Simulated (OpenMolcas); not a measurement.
3d ions of charge +3 along the row

- Program: OpenMolcas 26.06
- Method: CASSCF
- Basis: ANO-RCC-VTZP
- Scalar Hamiltonian: DKH2, point nucleus
- Spin-orbit coupling: state interaction with AMFI integrals over the reference wave functions, term energies averaged over their components

Active space: the 3d shell.

B and C come from two terms' centres of gravity (d2, d8: 3P = 15B, 1G = 12B + 2C; d3, d7: 4P = 15B, 2G = 4B + 3C; d4, d6: 3G = 9B + 4C, 3H = 4B + 4C; d5: 4D = 17B + 5C, 4G = 10B + 5C, above the ground term), where all their levels are at least 80 % pure. ζ = ±2S·A comes from the whole width of the ground multiplet by E(J) = (A/2) J(J+1), where its levels are at least 85 % pure. Energies in cm-1.

| Ion | Configuration | Lowest level | Weight (%) | B | B measured | C | C measured | ζ | ζ measured |
| --- | --- | --- | --- | --- | --- | --- | --- | --- | --- |
| V3+ | 3d2 | 3F2 | 100 | 1086 |  | 4053 |  | 214 | 210 |
| Cr3+ | 3d3 | 4F 3/2 | 100 | 1167 | 917 | 4376 | 3677 | 286 | 270 |
| Mn3+ | 3d4 | 5D0 | 100 | 1255 | 839 | 4594 | 4401 | 382 | 354 |
| Fe3+ | 3d5 | 6S 5/2 | 100 | 1316 |  | 4845 |  |  |  |
| Co3+ | 3d6 | 5D4 | 100 | 1406 |  | 4979 |  | 620 | 597 |
| Ni3+ | 3d7 | 4F 9/2 | 100 | 1427 | 1146 | 5344 | 4863 | 731 | 749 |
| Cu3+ | 3d8 | 3F4 | 100 | 1515 | 1237 | 5493 | 5357 | 872 | 879 |

Measured columns use the levels in Sugar and Corliss, J. Phys. Chem. Ref. Data 7, 1191 (1978) (V3+); Sugar and Corliss, J. Phys. Chem. Ref. Data 6, 317 (1977) (Cr3+); Corliss and Sugar, J. Phys. Chem. Ref. Data 6, 1253 (1977) (Mn3+); Sugar and Corliss, J. Phys. Chem. Ref. Data 10, 1097 (1981) (Co3+); Corliss and Sugar, J. Phys. Chem. Ref. Data 10, 197 (1981) (Ni3+); Sugar and Musgrove, J. Phys. Chem. Ref. Data 19, 527 (1990) (Cu3+).

The computed B goes from 1086 (V3+) to 1515 cm-1 (Cu3+), a factor of 1.40, rising at every step. It departs from the measured column by +22 to +50 %. The Trees term is left out, which lowers the B read from the levels of every ion, most for d4 to d6. The pair of terms that fixes B changes along the row, so steps between ions also reflect that choice.

The computed ζ goes from 214 (V3+) to 872 cm-1 (Cu3+), a factor of 4.07, rising at every step. It departs from the measured column by -2 to +8 %.

Without dynamic correlation excited terms often stand tens of per cent too high (terms of higher spin than the ground term too low), and those without a measured partner can miss by more than the paired ones. Terms from blocks run as CI alone lack orbitals of their own. Some levels mix across a computed gap that differs much from the measured one, so their mixing is not that of the real levels (holds for Fe3+; Ni3+). Measured partners are found by configuration, term and J. A level has none where our copy of the source lacks it or the pairing is in doubt (some pairs that miss far off the trend of their configuration count as doubtful), and it then counts in no deviation. Levels of configurations outside the active space are missing.
